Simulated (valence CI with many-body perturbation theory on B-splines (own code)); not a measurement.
**Energy levels of In XVII**

Method: configuration interaction combined with many-body perturbation theory (CI+MBPT): five valence electrons over a frozen Dirac-Fock core [Ar] 3d10, radial functions for each j: 11 s, 11 p, 10 d, 8 f, 5 g, 2 h, with the one-electron correlation potential Σ1 (screened to all orders), the two-electron term Σ2, the three-electron term Σ3, Breit, model QED; selected single and double excitations, second order for the rest, scaled by the run's own slope (own B-spline code, finite nucleus).

No measured levels were compared; by estimate levels hold to about 250 cm⁻¹ or 0.2 % of their energy and the worst to 1 %, as in measured heavy ions of charge 2 to 7; those with d or f electrons hold less well. Among the levels kept, up to 2200 cm⁻¹ of a level comes from second order outside the variational space, and about a tenth of that is noise between levels of different J, which matters for small intervals.

Levels 46 to 90 of 168, with energies above the lowest level, 4s2 4p3 4S°_3/2. "Leading %" is the weight of the configuration and term that name the level; weights of strongly mixed levels are sums over their largest components and can fall short. In the jj column 3d3/2^4 stands for four electrons in 3d with j = 3/2. Lifetimes count E1, E2, E3, M1 and M2 decay at the calculated energies, and are blank where another channel may lead or the interval is too uncertain; long ones can be off by a factor of two.

```
No.  Configuration  Term     J  E (eV)  Leading %                     Leading jj  Lifetime
 46      4s 4p3 4d   6D°   7/2  110.19         77  4s 4p1/2^2 4p3/2 4d3/2 (32 %)    843 ps
 47      4s 4p3 4d   6D°   9/2  111.10         84  4s 4p1/2^2 4p3/2 4d5/2 (56 %)   1.45 ns
 48            4p5   2P°   1/2  113.17         68           4p1/2 4p3/2^4 (68 %)   35.4 ps
 49      4s 4p3 4d   4F°   3/2  115.34         50  4s 4p1/2^2 4p3/2 4d3/2 (41 %)    129 ps
 50      4s 4p3 4d   4D°   5/2  115.70         47  4s 4p1/2^2 4p3/2 4d5/2 (48 %)    128 ps
 51      4s 4p3 4d   4D°   7/2  118.19         58  4s 4p1/2 4p3/2^2 4d5/2 (61 %)    230 ps
 52      4s 4p3 4d   4D°   3/2  119.03         56  4s 4p1/2 4p3/2^2 4d3/2 (64 %)    150 ps
 53      4s 4p3 4d   4D°   1/2  119.03         88  4s 4p1/2 4p3/2^2 4d3/2 (38 %)    203 ps
 54      4s 4p3 4d   4F°   5/2  119.32         40  4s 4p1/2 4p3/2^2 4d3/2 (65 %)    129 ps
 55      4s 4p3 4d   4G°   5/2  120.41         45  4s 4p1/2^2 4p3/2 4d3/2 (45 %)   79.2 ps
 56      4s 4p3 4d   4F°   7/2  120.46         46  4s 4p1/2 4p3/2^2 4d3/2 (62 %)    173 ps
 57      4s 4p3 4d   4F°   7/2  121.47         45  4s 4p1/2^2 4p3/2 4d5/2 (38 %)   63.9 ps
 58      4s 4p3 4d   2S°   1/2  121.86         48  4s 4p1/2^2 4p3/2 4d3/2 (46 %)   67.5 ps
 59      4s 4p3 4d   4G°   9/2  122.05         51  4s 4p1/2 4p3/2^2 4d5/2 (50 %)    183 ps
 60      4s 4p3 4d   4F°   9/2  123.30         74  4s 4p1/2 4p3/2^2 4d5/2 (76 %)    160 ps
 61      4s 4p3 4d   4D°   1/2  123.33         76  4s 4p1/2^2 4p3/2 4d3/2 (35 %)   32.5 ps
 62      4s 4p3 4d   2G°   7/2  124.95         59  4s 4p1/2^2 4p3/2 4d5/2 (42 %)   76.6 ps
 63      4s 4p3 4d   4G°  11/2  125.02         94  4s 4p1/2 4p3/2^2 4d5/2 (94 %)    159 ps
 64      4s 4p3 4d   4D°   3/2  125.25         68  4s 4p1/2^2 4p3/2 4d3/2 (27 %)   24.9 ps
 65      4s 4p3 4d   2D°   5/2  125.72         27  4s 4p1/2^2 4p3/2 4d3/2 (28 %)   17.9 ps
 66      4s 4p3 4d   4P°   3/2  126.00         50  4s 4p1/2^2 4p3/2 4d5/2 (41 %)   20.7 ps
 67      4s 4p3 4d   2G°   9/2  126.31         68  4s 4p1/2 4p3/2^2 4d3/2 (58 %)    152 ps
 68      4s 4p3 4d   4P°   1/2  128.28         55  4s 4p1/2 4p3/2^2 4d5/2 (62 %)   32.1 ps
 69      4s 4p3 4d   4P°   5/2  128.75         47  4s 4p1/2 4p3/2^2 4d5/2 (38 %)   7.43 ps
 70      4s 4p3 4d   4F°   3/2  128.97         65  4s 4p1/2 4p3/2^2 4d3/2 (75 %)   31.1 ps
 71      4s 4p3 4d   4F°   7/2  129.04         23  4s 4p1/2 4p3/2^2 4d3/2 (32 %)   14.3 ps
 72      4s 4p3 4d   4F°   5/2  129.36         54  4s 4p1/2 4p3/2^2 4d3/2 (55 %)   34.4 ps
 73      4s 4p3 4d   4D°   5/2  130.32         57  4s 4p1/2 4p3/2^2 4d5/2 (65 %)   15.0 ps
 74      4s 4p3 4d   2D°   3/2  130.48         37  4s 4p1/2 4p3/2^2 4d3/2 (50 %)   8.88 ps
 75      4s 4p3 4d   2P°   1/2  130.89         47  4s 4p1/2^2 4p3/2 4d3/2 (30 %)   8.41 ps
 76      4s 4p3 4d   4D°   7/2  131.16         44  4s 4p1/2 4p3/2^2 4d5/2 (74 %)   32.6 ps
 77      4s 4p3 4d   4P°   3/2  131.54         41  4s 4p1/2 4p3/2^2 4d3/2 (58 %)   7.11 ps
 78      4s 4p3 4d   2G°   9/2  131.89         44  4s 4p1/2 4p3/2^2 4d5/2 (51 %)   79.2 ps
 79      4s 4p3 4d   4P°   5/2  132.03         52  4s 4p1/2 4p3/2^2 4d5/2 (50 %)   12.6 ps
 80      4s 4p3 4d   4D°   3/2  132.03         29  4s 4p1/2^2 4p3/2 4d3/2 (28 %)   7.94 ps
 81      4s 4p3 4d   2F°   7/2  132.46         44  4s 4p1/2 4p3/2^2 4d5/2 (40 %)   12.2 ps
 82      4s 4p3 4d   2D°   5/2  133.18         26  4s 4p1/2 4p3/2^2 4d5/2 (48 %)   17.2 ps
 83      4s 4p3 4d   4S°   3/2  133.23         41  4s 4p1/2 4p3/2^2 4d5/2 (68 %)   6.27 ps
 84      4s 4p3 4d   4D°   7/2  133.48         36  4s 4p1/2 4p3/2^2 4d3/2 (48 %)   6.10 ps
 85      4s 4p3 4d   4D°   5/2  133.58         53  4s 4p1/2 4p3/2^2 4d3/2 (32 %)   7.74 ps
 86      4s 4p3 4d   4P°   1/2  134.27         46  4s 4p1/2 4p3/2^2 4d3/2 (65 %)   4.44 ps
 87      4s 4p3 4d   2G°   7/2  135.05         30  4s 4p1/2 4p3/2^2 4d3/2 (33 %)   16.3 ps
 88      4s 4p3 4d   2D°   3/2  135.17         38  4s 4p1/2 4p3/2^2 4d5/2 (46 %)   7.85 ps
 89      4s 4p3 4d   2P°   3/2  136.54         38  4s 4p1/2 4p3/2^2 4d5/2 (31 %)   6.08 ps
 90      4s 4p3 4d   4D°   5/2  136.55         29  4s 4p1/2 4p3/2^2 4d5/2 (45 %)   7.33 ps
```

Names give the largest LS component (configuration and term), which can be under half, so a name can repeat, a term be missing and a line seem to break the LS rules; names also repeat where a configuration has a term twice.

Where two levels of one J and parity lie close, their mixing, g and order are uncertain.
